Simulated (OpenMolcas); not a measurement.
# Ag2+ in a ligand field

Ag2+ with 6 ligands (oxide) in trigonal antiprismatic coordination (D3d) at 2.41 Å, a polar angle of 59.7° against the regular 54.74°. A charge of +1.67 e stands 2.6 Å behind each ligand. Ligand basis ANO-RCC-VDZP.

| Quantity | Value |
| --- | --- |
| Program | OpenMolcas 26.06 |
| Method | CASSCF |
| Basis | ANO-RCC-VDZP [6s5p3d1f] |
| Scalar Hamiltonian | DKH2, point nucleus |
| Active space | 9 electrons in 5 orbitals (4d) |
| State averaging | 2S+1 = 2 even, 5 roots |
| Spin-orbit coupling | RASSI with atomic mean-field integrals over the reference wave functions |

The lowest spin-free states (labels of D3, the rotations of D3d), above the lowest:

```json
{"State": "2E", "Degeneracy": "2", "E (cm-1)": "0.0", "Free-ion L (%)": "D (100)"}
{"State": "2E", "Degeneracy": "2", "E (cm-1)": "5015", "Free-ion L (%)": "D (100)"}
{"State": "2A1", "Degeneracy": "1", "E (cm-1)": "6067", "Free-ion L (%)": "D (100)"}
```

The lowest levels with spin-orbit coupling:

| E (cm-1) | Degeneracy | Label | 2S+1 | g |
| --- | --- | --- | --- | --- |
| 0.0 | 2 | E1/2 | 2 | 0.43 0.43 3.90 |
| 674.9 | 2 | E3/2 | 2 | 0.00 0.00 2.50 |
| 4655 | 2 | E1/2 | 2 | 1.03 2.37 2.37 |
| 7244 | 2 | E3/2 | 2 | 0.00 0.00 1.38 |
| 8557 | 2 | E1/2 | 2 | 0.80 0.80 1.00 |

Powder χT (cm3 K/mol): 0.489 at 2 K, 0.497 at 10 K, 0.538 at 50 K, 0.588 at 100 K, 0.685 at 200 K, 0.76 at 300 K. The effective moment at 300 K is 2.828 √(χT) = 2.47 μB.

The lowest level has 2S+1 = 2, for which the spin-only value is χT = S(S+1) / 2 = 0.375 cm3 K/mol (g = 2). The computed 0.760 at 300 K differs by +0.385, through orbital momentum, spin-orbit coupling and any other state in reach.

Metal share of the active 4d orbitals (Löwdin): 92, 92, 98, 98, 98 %; Mulliken charge of the metal 1.78.

An orbital doublet at a regular site is open to a Jahn-Teller distortion, which this geometry leaves out. The oxide ions are held by bare point charges, a crude embedding. With metal d orbitals alone the field can be off either way by tens of per cent. Ligand-to-metal charge-transfer states are missing. The distance lies 4 % over the 2.32 Å that this model takes as the normal distance (a Shannon-type radius plus a fixed donor radius); by an R⁻⁵ law this alone changes a d-shell field by about -17 %. No measured value stands beside these numbers; the geometry is a model, was not optimised and need not be the one that this ion takes.

The RASSCF and RASSI steps took 10 s on 1 thread of Arm Neoverse V2, with other jobs on the host; the integral step is not counted.
